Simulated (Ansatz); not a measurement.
Relaxation of C2H10Ge (13 atoms, charge 0, multiplicity 1), to a largest force component of 0.03 eV/Å in at most 50 steps.

The calculation used Ansatz, RKS B3LYP-D4/def2-mTZVP.

```xyz
13
Properties=species:S:1:pos:R:3:forces:R:3
Ge -0.495 -0.731 0.333 -0.17 -0.23 -0.10
C 0.176 0.775 1.405 -0.22 0.20 0.32
H 0.500 -1.910 0.404 0.01 -0.03 0.01
H -1.836 -1.228 0.931 0.04 0.01 -0.02
C -0.787 -0.223 -1.555 -0.12 -0.02 -0.11
H 2.025 0.472 -0.063 0.08 1.40 1.30
H 2.077 -0.007 -0.558 0.38 -1.41 -1.57
H 0.382 1.651 0.792 -0.03 0.00 -0.03
H -0.570 1.057 2.147 -0.03 0.06 0.04
H 1.087 0.514 1.942 0.01 -0.04 0.00
H -0.080 0.545 -1.874 -0.04 -0.04 0.03
H -1.800 0.167 -1.681 0.09 0.03 -0.01
H -0.679 -1.082 -2.224 0.00 0.07 0.12
```

Q: Where does it end, and by what steps?

A: It converged. The force dipped under the threshold on the way, but the program's further checks kept it going. After 28 steps the energy has fallen by 0.262 eV; H6 moved furthest, 1.28 Å.

```csv
step,energy less start (eV),largest force component (eV/Å),accepted
0,0.0000,1.572,yes
1,-0.1401,0.275,yes
2,-0.1840,0.066,yes
3,-0.2080,0.118,yes
4,-0.1996,0.393,no
5,-0.2178,0.034,yes
6,-0.2245,0.100,yes
7,-0.2283,0.238,yes
8,-0.2377,0.103,yes
9,-0.2487,0.039,yes
10,-0.2175,1.071,no
11,-0.2538,0.053,yes
12,-0.2534,0.424,no
13,-0.2558,0.039,yes
14,-0.2573,0.061,yes
15,-0.2584,0.204,yes
16,-0.2598,0.094,yes
17,-0.2605,0.034,yes
18,-0.2533,0.194,no
19,-0.2610,0.011,yes
20,-0.2587,0.412,no
21,-0.2613,0.075,yes
22,-0.2614,0.092,yes
23,-0.2616,0.051,yes
24,-0.2618,0.024,yes
25,-0.2618,0.096,no
26,-0.2620,0.028,yes
27,-0.2620,0.040,yes
28,-0.2620,0.021,yes
```

```xyz
13
Properties=species:S:1:pos:R:3
Ge -0.507 -0.788 0.383
C -0.106 0.755 1.542
H 0.709 -1.745 0.355
H -1.708 -1.574 0.959
C -0.923 -0.191 -1.449
H 2.925 0.624 -0.966
H 2.707 -0.037 -0.708
H 0.749 1.311 1.157
H -0.961 1.431 1.587
H 0.126 0.432 2.557
H -0.078 0.349 -1.876
H -1.788 0.473 -1.447
H -1.147 -1.040 -2.095
```

Run time: 2.3 min on 2 threads of Arm Neoverse N1, with other jobs on the host, peak memory 0.24 GiB.
